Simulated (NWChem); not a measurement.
CH3BeBrS; SMILES C[S][Be][Br]

```xyz
7

Be     0.2461     0.3067     0.0003
Br    -0.2629    -1.5930    -0.0010
S      0.7640     2.1294     0.0016
C     -0.8778     3.0014     0.0028
H     -1.4542     2.7626    -0.8927
H     -0.6553     4.0702     0.0050
H     -1.4551     2.7590     0.8967
```
Atoms are numbered in this order, from 1.

Computed with NWChem. Pople sets run with spherical d functions. The geometry was optimised at B3LYP/6-31G* (spherical d). GIAO values for the isolated, static molecule; σ is the absolute isotropic shielding, δ = σ(reference) − σ with the isolated reference molecule computed at the same levels (13C: tetramethylsilane, 1H: tetramethylsilane). Spin-orbit effects, on the heavy nuclei and on their neighbours, are missing.

```tsv
level	σ Be1 (ppm)	σ Br2 (ppm)	σ S3 (ppm)	δ C4 (ppm)	δ H5 (rotor mean) (ppm)
KT2/pcSseg-1	88.1	2607.7	658.6	11.2	2.08
B3LYP/6-311G**	84.7	2659.2	650.8	11.6	2.07
Hartree-Fock/6-31G*	97.9	2841.0	772.2	8.4	1.90
LDA (Slater exchange, VWN5)/pcSseg-1	82.3	2554.3	630.7	9.3	2.06
```
